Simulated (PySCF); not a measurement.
H2O3Ti, SMILES [O]=[Ti]([OH])[OH], multiplicity 1. Atoms are numbered in the order given.

```xyz
6

Ti    -0.1078    -0.0440     0.0000
O      0.0951    -1.6247     0.0000
O      0.0681     0.8141    -1.5871
H      0.2612     0.4702    -2.4638
O      0.0681     0.8141     1.5871
H      0.2612     0.4702     2.4638
```

Coordinates come from a PBE0-D3(BJ)/def2-SVP optimisation. The spin state was assumed, not searched. Other conformers were not sampled.

Two levels are set side by side: PBE/pcSseg-1 (PySCF) and KT2/pcSseg-1 (PySCF). GIAO shifts against H2O (¹⁷O), TMS (¹H) at the same level; non-relativistic, no solvent, atoms listed together averaged. Differences are taken from unrounded values.

```tsv
quantity	KT2
δ(¹⁷O) of O2 (ppm)	1086.6
δ(¹⁷O) of O3, O5 (ppm)	364.5
δ(¹H) of H4, H6 (ppm)	11.42
```

Question: What does PBE give, and how far is it from KT2? (The exact figures need the calculation; the answer reports its results.)

Answer: 
```json
[
 {"quantity": "δ(¹⁷O) of O2 (ppm)", "PBE": "1098.5", "PBE minus KT2": "12.0"},
 {"quantity": "δ(¹⁷O) of O3, O5 (ppm)", "PBE": "370.3", "PBE minus KT2": "5.7"},
 {"quantity": "δ(¹H) of H4, H6 (ppm)", "PBE": "11.36", "PBE minus KT2": "-0.06"}
]
```

Here PBE gives about what the other level gives.

Rough cost on one machine, each run with all the roots and properties that it gave: KT2 against PBE within a factor of 2.
